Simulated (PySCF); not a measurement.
SMILES O=C=[SH+] (charge +1), CAM-B3LYP/def2-SVP optimised geometry.

```
4

O      1.40    -0.72     0.00
C      0.28    -0.65     0.00
S     -1.37    -0.65     0.00
H     -1.40     0.72     0.00
```

Density from CAM-B3LYP/def2-TZVP in PySCF at that geometry.

Minimum of the electron density along straight lines between bonded atoms, close to the bond critical point (lines longer than 1.1 times the sum of covalent radii, or with two minima, are not listed):

```json
[
 {"bond": "O1–C2", "length / Å": "1.121", "ρ at the minimum / e bohr⁻³": "0.513", "∇²ρ there / e bohr⁻⁵": "0.95", "position (fraction from the first atom)": "0.66"},
 {"bond": "C2–S3", "length / Å": "1.658", "ρ at the minimum / e bohr⁻³": "0.213", "∇²ρ there / e bohr⁻⁵": "0.02", "position (fraction from the first atom)": "0.61"},
 {"bond": "S3–H4", "length / Å": "1.367", "ρ at the minimum / e bohr⁻³": "0.211", "∇²ρ there / e bohr⁻⁵": "-0.61", "position (fraction from the first atom)": "0.69"}
]
```
